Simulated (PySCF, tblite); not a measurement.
Compound: CH11NSi3.
Atom-mapped SMILES: `[CH3:1][Si:2]([NH2:3])([SiH3:4])[SiH3:5]` (hydrogens: H6, H7, H8 on C1; H9, H10 on N3; H11, H12, H13 on Si4; H14, H15, H16 on Si5)

Geometry (GFN2-xTB, Å), atoms numbered from 1 in this order:
```
atom  x, y, z in Å
C1     0.5763    1.4400   -1.1529
Si2    0.0374    0.1369    0.1384
N3     0.2866    0.9786    1.6424
Si4    1.3959   -1.7478   -0.1406
Si5   -2.2569   -0.2307    0.0432
H6     0.0331    2.3719   -1.0273
H7     1.6365    1.6677   -1.0773
H8     0.3925    1.0852   -2.1629
H9     0.0348    0.5290    2.5077
H10    1.1341    1.5072    1.7763
H11    1.1922   -2.4136   -1.4310
H12    1.1327   -2.7637    0.8876
H13    2.8390   -1.4814   -0.0557
H14   -2.6963   -1.1399    1.1093
H15   -2.6281   -0.8817   -1.2187
H16   -3.1174    0.9514    0.1501
```

The calculation used PBE0/def2-SVPD in PySCF (dipole) on a GFN2-xTB geometry, gas phase.

Masses are those of the commonest isotopes; rigid-rotor values at the optimised geometry. The values belong to one conformer with, in the numbering `[CH3:1][Si:2]([NH2:3])([SiH3:4])[SiH3:5]`, C1–Si2–N3–H 177° and -44°.

Give the principal moments of inertia and the rotational constants in MHz.

Ia = 209.49, Ib = 334.61, Ic = 394.54 u·Å²; 505379 MHz·u·Å²/I gives A = 2412, B = 1510, C = 1281 MHz.

What kind of rotor is it?

An asymmetric top. Ray's parameter κ = (2B − A − C)/(A − C) = -0.594; −1 is the prolate and +1 the oblate limit.

Is it planar, by Δ = Ic − Ia − Ib?

Not planar: Δ = Ic − Ia − Ib = -149.55 u·Å². For a rigid frame Δ = −2 Σ m c², so Σ m c² = 74.77 u·Å² lies off the ab plane: 22.64 from hydrogen and 52.13 from heavier atoms. The atom farthest from that plane is 2.35 Å away.

List the rotational levels J(Ka,Kc) to J = 4 (MHz).

Above 0(0,0):
J = 1: 1(0,1) 2791, 1(1,1) 3693, 1(1,0) 3923
J = 2: 2(0,2) 8335, 2(1,2) 9047, 2(1,1) 9735, 2(2,1) 12441, 2(2,0) 12480
J = 3: 3(0,3) 16562, 3(1,3) 17054, 3(1,2) 18426, 3(2,2) 20815, 3(2,1) 21001, 3(3,1) 25921, 3(3,0) 25926
J = 4: 4(0,4) 27394, 4(1,4) 27694, 4(1,3) 29960, 4(2,3) 31950, 4(2,2) 32469, 4(3,2) 37153, 4(3,1) 37181, 4(4,1) 44212, 4(4,0) 44213

Which lines would a microwave search look for?

The dipole components are |μa| = 0.44 D, |μb| = 1.18 D, |μc| = 0.53 D. The squared components, which scale the intensities, stand as 0.14 : 1.00 : 0.20 (a : b : c). Some lines, for components of 0.1 D or more:

| type | branch | J(Ka,Kc) | MHz | lower level (cm⁻¹) |
| --- | --- | --- | --- | --- |
| c | Q | 3(1,3) ← 3(0,3) | 492 | 0.552 |
| c | Q | 2(1,2) ← 2(0,2) | 711 | 0.278 |
| c | Q | 4(2,3) ← 4(1,3) | 1990 | 0.999 |
| c | Q | 3(2,2) ← 3(1,2) | 2389 | 0.615 |
| b | Q | 3(3,1) ← 3(2,2) | 5106 | 0.694 |
| c | R | 2(1,1) ← 1(0,1) | 6944 | 0.093 |
| b | R | 3(0,3) ← 2(1,2) | 7516 | 0.302 |
| a | R | 3(1,3) ← 2(1,2) | 8007 | 0.302 |
| a | R | 3(0,3) ← 2(0,2) | 8227 | 0.278 |
| c | R | 2(2,1) ← 1(1,1) | 8748 | 0.123 |
| b | R | 4(0,4) ← 3(1,3) | 10340 | 0.569 |
| a | R | 4(1,4) ← 3(1,3) | 10640 | 0.569 |
| a | R | 4(2,3) ← 3(2,2) | 11135 | 0.694 |
| a | R | 4(3,2) ← 3(3,1) | 11231 | 0.865 |
| c | R | 3(2,2) ← 2(1,2) | 11769 | 0.302 |
| b | R | 3(3,1) ← 2(2,0) | 13442 | 0.416 |
| b | R | 4(3,2) ← 3(2,1) | 16152 | 0.701 |
| c | R | 4(3,2) ← 3(2,2) | 16338 | 0.694 |

Estimate the classical rotational partition function at 10 K, 200 K and 298.15 K.

Point group C1, symmetry number σ = 1; q = (√π/σ)·√((kT/h)³/(ABC)), k/h = 20836.6 MHz/K: 2470 at 10 K, 221000 at 200 K, 402000 at 298.15 K.

Its GFN2-xTB frequencies are all real (lowest 28 cm⁻¹). These are rigid-rotor constants of the computed structure; measured ground-state constants (B0) also hold zero-point vibration. A rigid rotor knows nothing of inversion at nitrogen or internal rotation, which can split or shift real lines. Quadrupole hyperfine structure (14N) is left out.
